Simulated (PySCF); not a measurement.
**Spin–orbit doublets of 2p levels**

Species: C₄H₉ClOSi.
Numbering: `[CH3:1][O:2][C@@H:3]1[CH2:4][C@H:5]1[SiH2:6][Cl:7]`

Geometry (PBE0-D3(BJ)/def2-SVP, Å), atoms numbered from 1 in this order:
```
atom  x, y, z in Å
C1     2.0250    1.1627   -0.2707
O2     1.7180   -0.2004   -0.3761
C3     0.6354   -0.5595    0.3909
C4    -0.1509   -1.7346   -0.0420
C5    -0.7522   -0.3453   -0.1786
Si6   -2.1193    0.2670    0.9041
Cl7   -1.8853    2.3159    1.1641
H8     2.3338    1.4341    0.7569
H9     2.8590    1.3713   -0.9548
H10    1.1625    1.7988   -0.5437
H11    0.7673   -0.3949    1.4725
H12    0.1696   -2.2162   -0.9690
H13   -0.5396   -2.4151    0.7208
H14   -0.7426    0.0499   -1.2014
H15   -3.4730    0.0424    0.3236
H16   -2.0259   -0.3808    2.2451
```

Level of theory: delta-SCF UKS SCAN, pcX-2 on the ionised atom, pcseg-1 elsewhere, spin-free X2C (PySCF). Vertical ΔSCF values, vacuum level as zero. Spin–orbit and ligand-field terms were added within each 2p shell after the spin-free SCF. The splitting includes the ligand field, and 2p3/2 is the mean of two sublevels.

When a 2p electron fills a 1s hole, the emitted photon carries the energy difference of the two hole states (Kα1 from 2p3/2, Kα2 from 2p1/2), here at the ground state's geometry.

```tsv
atom	Kα1 (eV)	Kα2 (eV)	2p3/2 binding energy (eV)
Si6	1739.88	1739.25	107.54
Cl7	2622.58	2620.93	205.76
```

Q: What are the 1s and 2p1/2 binding energies?

A: 1s = Kα1 + 2p3/2, and 2p1/2 = 1s − Kα2:

```json
{"atom": "Si6", "environment": "chlorine-bound silicon", "1s (eV)": "1847.42", "2p1/2 (eV)": "108.17"}
{"atom": "Cl7", "environment": "silicon-bound chlorine", "1s (eV)": "2828.34", "2p1/2 (eV)": "207.41"}
```

2p1/2 minus 2p3/2 by element: Si (Z = 14) 0.63 eV, Cl (Z = 17) 1.65 eV.

Q: And the 1s levels of the other atoms?

A: C5 (sp3 carbon bound to silicon) 290.40 eV; C4 (three-membered-ring carbon) 290.97 eV; C1 (methoxy carbon) 292.22 eV; C3 (sp3 carbon bound to oxygen) 292.27 eV; O2 (ether oxygen) 538.65 eV.

One conformer (not necessarily the lowest) at the PBE0-D3(BJ)/def2-SVP geometry, without solvent, vibrations or thermal averaging.

Hardware: Arm Neoverse V1, one thread, shared host with 64 logical CPUs at a one-minute load of 39. Cost: 2.0 min, 0.71 GiB resident at most.
